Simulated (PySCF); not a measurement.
Bi(F)(Me)2 (C2H6BiF), SMILES [CH3][Bi]([F])[CH3].

Coordinates come from a B3LYP-D3(BJ)/def2-SVP optimisation. The structure was generated by enumeration; whether it is a known compound was not checked. The def2 effective core potentials stand for the cores of Bi; spin–orbit coupling is left out.

The numbers are results of PBE/def2-TZVP in PySCF, not measurements.

Gas-phase values at a fixed geometry.

Computed frontier levels, gap, dipole moment and polarisability:
```yaml
highest_occupied_level: -6.11 eV
lowest_empty_level: -2.00 eV
orbital_gap: 4.11 eV
dipole_moment: 3.23 D
quadrupole, principal values (traceless, Buckingham form, about the centre of nuclear charge): -5.35, 2.30, 3.06 D·Å
mean_static_polarisability: 73.3 bohr³ (10.87 Å³)
polarisability_principal_values: 59.8, 76.8, 83.3 bohr³
```
